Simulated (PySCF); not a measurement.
A species of formula C3H9Sb has this rotational fingerprint, computed with PySCF, PBE0-D3(BJ)/def2-SVP geometry optimisation, gas phase, def2 core potentials past Kr:

- Rotational constants: A = 3728, B = 3715, C = 2973 MHz
- Dipole components: |μa| = 0.00 D, |μb| = 0.00 D, |μc| = 0.62 D
- Inertial defect: -101.61 u·Å²
- κ: 0.96

Question: Which structure is it? (One computed conformer of each.)
A. `[H][Sb]([H])[CH](C)C` (SbH2(iPr))
B. `[CH3][Sb]([CH3])[CH3]` (SbMe3)

Answer: B. It is [CH3][Sb]([CH3])[CH3]. The candidates at the same level (rigid rotor, commonest isotopes):

```
               SMILES  A (MHz)  B (MHz)  C (MHz)  μa (D)  μb (D)  μc (D)  Δ (u·Å²)  point group           rotor
[CH3][Sb]([CH3])[CH3]     3728     3715     2973    0.00    0.00    0.62   -101.61     near C3v               –
 [H][Sb]([H])[CH](C)C     7369     2105     1760    0.96    0.01    0.05    -21.43      near Cs  asymmetric top
```

`[H][Sb]([H])[CH](C)C` has A 98 % too high. No structure here is proved a minimum.
